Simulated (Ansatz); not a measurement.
A nudged elastic band was laid between two geometries of H3OSb (5 atoms, charge 0, multiplicity 1).

The calculation used RKS PBE/def2-TZVP in Ansatz 0.2.0.

```json
{
  "movable images": "7",
  "climbing image": "yes",
  "spring": "0.5 eV/Å²",
  "optimiser": "quadratic models (default)",
  "start path": "IDPP",
  "force threshold": "0.05 eV/Å",
  "iteration limit": "60",
  "end points": "relaxed"
}
```

First end point:

```xyz
5
Properties=species:S:1:pos:R:3
O 0.378 -0.796 0.872
Sb 0.023 0.159 -0.858
H 0.893 -1.594 0.666
H -1.651 0.437 -0.506
H 0.407 1.721 -0.215
```

Last end point:

```xyz
5
Properties=species:S:1:pos:R:3
O 0.718 -1.194 0.210
Sb -0.347 0.360 0.883
H 0.816 -1.146 -0.757
H -1.594 0.311 -0.331
H 0.457 1.595 -0.046
```

Problem. What changes between the two ends?

Solution. No bond is made or broken. The height of Sb2 over the plane of its neighbours goes from 1.00 to -0.97 Å.

Problem. What energy profile does the band end with?

Solution. The forces met the threshold. The highest image is number 4 of 0 to 8, 59.7 kcal/mol above the first end and 60.3 kcal/mol above the last; the last end lies 0.6 kcal/mol below the first. Another band between the same ends (7 images) ends at a top of the same energy, where a vibrational analysis finds 1 clearly imaginary mode.

```csv
image,path coordinate (Å),energy (kcal/mol),height of Sb2 over the plane of its neighbours (Å)
0,0.00,0.0,1.00
1,0.28,3.6,0.85
2,0.56,15.9,0.62
3,0.83,40.4,0.33
4,1.11,59.7,0.01
5,1.40,37.2,-0.33
6,1.70,11.7,-0.64
7,1.99,1.9,-0.85
8,2.28,-0.6,-0.97
```

Problem. What is the geometry of the highest image?

Solution. 
```xyz
5
Properties=species:S:1:pos:R:3
O 0.646 -1.161 0.560
Sb -0.307 0.489 0.007
H 0.999 -1.544 -0.263
H -1.913 0.280 -0.349
H 0.625 1.862 0.003
```

The run took 36 s on 2 threads of Arm Neoverse V2, with other jobs on the host, peak memory 0.14 GiB.
